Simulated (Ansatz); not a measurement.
Consider the hydrogenolysis of a C–B bond: `BCC[SiH2]C` + H₂ → `CC[SiH2]C` + BH₃.

Computed with Ansatz on PBE0-D4/def2-TZVP structures; ΔE is electronic, products minus reactants. CCSD(T)/CBS adds triple-zeta CCSD(T) − MP2 to the extrapolated MP2 energy (def2 sets, frozen cores). This one scheme is used for every species. Functionals use def2-TZVPP. B3LYP here is the variant with VWN-RPA as its local correlation; programs differ in this. Each species was taken in one conformer, which may not be the lowest.

Q: Is it downhill or uphill in electronic energy at CCSD(T)/CBS, and by how much? (An estimate is asked.)

A: The calculation gave: Downhill: ΔE = -3.8 kcal/mol.

Q: What do these levels give: PBE-D4, PBE0-D4, B3LYP-D4, ωB97M-V, B2PLYP, PBE0, HF/def2-TZVPP, SCS-MP2/def2-TZVPP, CCSD(T)/def2-TZVPP, MP2/def2-QZVPP, SCS-MP2/def2-QZVPP, MP2/CBS(def2)? (Estimate.)

A: Computed: PBE-D4 -1.7, PBE0-D4 -3.0, B3LYP-D4 -4.1, ωB97M-V -3.5, B2PLYP -5.2, PBE0 -3.9, HF/def2-TZVPP -10.3, SCS-MP2/def2-TZVPP -5.3, CCSD(T)/def2-TZVPP -4.6, MP2/def2-QZVPP -3.3, SCS-MP2/def2-QZVPP -4.9, MP2/CBS(def2) -3.0 kcal/mol.

Largest T1 diagnostic among the species: 0.010.

From PBE to PBE0 (25 % exact exchange), in def2-TZVPP and without D4, ΔE moves by −1.3 kcal/mol. The D4 term adds +1.6 kcal/mol with B3LYP and +0.9 kcal/mol with PBE0; it sums over pairs of atoms, weighted by their polarisabilities, and B3LYP, whose exchange is more repulsive, gets the larger term.
